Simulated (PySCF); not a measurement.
Gas-phase equilibrium of 1 mol GeCl4, 18 mol O2 at 800 K and 0.0100 bar, among 12 species (ClO, O2, O, GeCl3, Ge2O2, O3, GeCl4, Cl, Cl2, GeO2, GeCl2, GeO). Only gases are allowed; each row takes one source of thermochemistry for all species, and Cantera finds the minimum.

Energies from PySCF, thermal terms from the rigid-rotor harmonic-oscillator model, ideal gas at 1 bar. † marks an energy on the PBE0/def2-TZVP geometry and frequencies; other levels use their own. 6-31G* has spherical d functions here. Open shells (unrestricted) among the columns below: O2 (multiplicity 3), GeCl3 (multiplicity 2), Cl (multiplicity 2, electronic degeneracy 6); the rest are closed-shell singlets. Spin-orbit splitting is ignored; it lowers the true energy and changes the entropy of Cl. B3LYP is the form with VWN-RPA correlation. Ge: all electrons, no relativistic terms. GeCl3: computed as isolated molecules; such fragments, hydroxides, amides, oligomers or adducts are transient or little studied in the gas. The harmonic model lacks anharmonicity and excited electronic states, which grow with temperature; levels with a mode under 35 cm⁻¹ are left out.

Molecules larger than those listed are left out, and so are free Ge atoms, whose spin-orbit terms are large. Also missing: (GeO)n, which can matter at low temperature or high pressure.

Mole fractions:

| thermochemistry | x O2 | x GeCl4 | x Cl2 | x GeCl2 | x Cl | x GeO | x GeCl3 |
|---|---|---|---|---|---|---|---|
| B3LYP/6-31G* | 0.95 | 0.053 | 6.2e-6 | 9.0e-6 | 5.8e-6 | 5.2e-9 | 2.7e-8 |
| BLYP/def2-TZVP† | 0.95 | 0.052 | 0.00016 | 0.00015 | 2.0e-6 | 4.3e-6 | 1.2e-7 |
| M06-2X/def2-TZVP† | 0.95 | 0.053 | 1.2e-7 | 4.8e-8 | 3.0e-8 | 6.5e-9 | 2.4e-9 |
| PBE0/def2-QZVP† | 0.95 | 0.053 | 8.1e-7 | 8.0e-7 | 6.6e-8 | 2.1e-8 | 7.5e-9 |
| PBE0/def2-SVP† | 0.95 | 0.053 | 6.2e-8 | 1.4e-7 | 1.6e-7 | 1.3e-10 | 2.3e-9 |
The most sensitive of these is GeO: it spans a factor of 10^4.5 over these rows; at this temperature one factor of ten is RT ln 10 = 15 kJ/mol.
